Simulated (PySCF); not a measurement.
## C7H12BN: core ionisation energies

C₇H₁₂BN.
Numbering: `[CH3:1][NH2+:2][BH2-:3][c:4]1[cH:5][cH:6][cH:7][cH:8][cH:9]1`

Geometry (PBE0-D3(BJ)/def2-SVP, Å), atoms numbered from 1 in this order:
```
atom  x, y, z in Å
C1    -2.625   -0.261   -0.425
N2    -2.216   -0.852    0.854
B3    -1.060   -0.023    1.672
C4     0.271   -0.084    0.778
C5     0.730    1.019    0.039
C6     1.858    0.942   -0.779
C7     2.563   -0.256   -0.887
C8     2.135   -1.369   -0.163
C9     1.011   -1.274    0.657
H10   -3.374   -0.880   -0.940
H11   -3.035    0.738   -0.233
H12   -1.734   -0.150   -1.057
H13   -3.019   -0.947    1.477
H14   -1.859   -1.798    0.703
H15   -1.522    1.105    1.808
H16   -0.963   -0.628    2.736
H17    0.187    1.966    0.116
H18    2.191    1.823   -1.336
H19    3.447   -0.321   -1.526
H20    2.688   -2.310   -0.230
H21    0.709   -2.152    1.242
```

The calculation used PySCF 2.14.0, delta-SCF UKS SCAN, pcX-2 on the ionised atom, pcseg-1 elsewhere, spin-free X2C. These are vertical core ionisation energies against the vacuum level, from separate self-consistent calculations with and without the core hole.

Problem. List the computed XPS lines with their assignment.

Solution. 
```
atom(s)                      environment  level  binding energy (eV)  above the level's lowest (eV)  count
     N2  nitrogen bonded to B, C and 2 H   N 1s               407.40                           0.00      1
     C1                  N-methyl carbon   C 1s               292.38                          +3.47      1
  C6/C8               aromatic CH carbon   C 1s               289.62                          +0.71      2
     C7               aromatic CH carbon   C 1s               289.61                          +0.70      1
  C5/C9               aromatic CH carbon   C 1s               289.39                          +0.48      2
     C4      substituted aromatic carbon   C 1s               288.91                           0.00      1
     B3            four-coordinate boron   B 1s               193.71                           0.00      1
```

Lowest listed C 1s: C4, bonded to 2 C (aromatic in the SMILES) and B. Highest, 3.47 eV above it: C1, bonded to N and 3 H. The widest gap between neighbouring values is 2.76 eV, between 289.62 and 292.38 eV. The values 289.61 and 289.62 eV lie too close for their order to be trusted.

Problem. Express the binding energy of C 1s of C4 in atomic units and per mole.

Solution. 288.91 eV = 10.6172 Eh = 27876 kJ/mol.

One atom of each set of topologically equivalent atoms was ionised and stands for the set; in this conformer not all members are related by symmetry, and their own values weren't computed. Spin contamination (⟨S²⟩ against 0.75 for a pure doublet) is marked for C 1s of C4 (0.86), which makes this value less certain. Isolated species at its PBE0-D3(BJ)/def2-SVP geometry (one conformer only).

The run took 6.4 min of wall time on Arm Neoverse N1, one thread, on a shared host, and the process peaked at 0.65 GiB of memory.
